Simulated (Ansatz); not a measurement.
`[SiH3][GeH]([SiH3])[SiH3]` + HCl → `[SiH3][GeH]([SiH3])[Cl]` + SiH₄ at 700 K and 1 bar (cleavage of the Ge–Si bond).

Computed with Ansatz on PBE0-D4/def2-TZVP structures; ΔE is electronic, products minus reactants. CBS: MP2 limit from def2 TZ/QZ plus the TZ coupled-cluster correction, frozen cores. This one scheme is used for every species. For Ge outer-core shells are correlated without core-valence functions, which leaves a few kJ/mol of doubt a bond. Scalar relativity is left out up to krypton.

```csv
species,CCSD(T)/CBS energy (Eh),H − E (kJ/mol),S (J/(mol·K))
`[SiH3][GeH]([SiH3])[SiH3]`,-2949.36178,330.0,595.5
HCl,-460.38127,38.4,211.8
`[SiH3][GeH]([SiH3])[Cl]`,-3118.29543,249.0,541.4
SiH₄,-291.46306,115.5,252.9
```

H − E and S are ideal-gas, rigid-rotor, harmonic terms from PBE0-D4/def2-TZVP. 1 Eh = 2625.50 kJ/mol, R = 8.31446 J/(mol·K).

**Question.** By hand: ΔE, ΔH, ΔS and ΔG.

**Answer.** ΔE = (-3118.29543) + (-291.46306) − (-2949.36178) − (-460.38127) = -0.01544 Eh = -40.5 kJ/mol. Δ(H − E) = 249.0 + 115.5 − 330.0 − 38.4 = -3.9, so ΔH = -44.4 kJ/mol. ΔS = 541.4 + 252.9 − 595.5 − 211.8 = -13.0 J/(mol·K). ΔG = -44.4 − 700 × (-13.0)/1000 = -35.3 kJ/mol.

**Question.** By hand: the equilibrium constant, and the temperature at which ΔG would vanish if ΔH and ΔS stayed fixed.

**Answer.** log₁₀ K = −ΔG/(RT ln 10) = 2.6. ΔG = 0 at ΔH/ΔS = 3415 K, far beyond where these terms or the molecules hold.

The number of gas molecules stays the same, so ΔS is small and ΔH decides. A doubt of 5 kJ/mol in ΔE shifts log₁₀ K by 0.4 here. These are equilibria of isolated gas molecules and say nothing of rates. Largest T1 diagnostic: 0.012 (customary marks: 0.02 for closed shells, 0.045 for open ones).
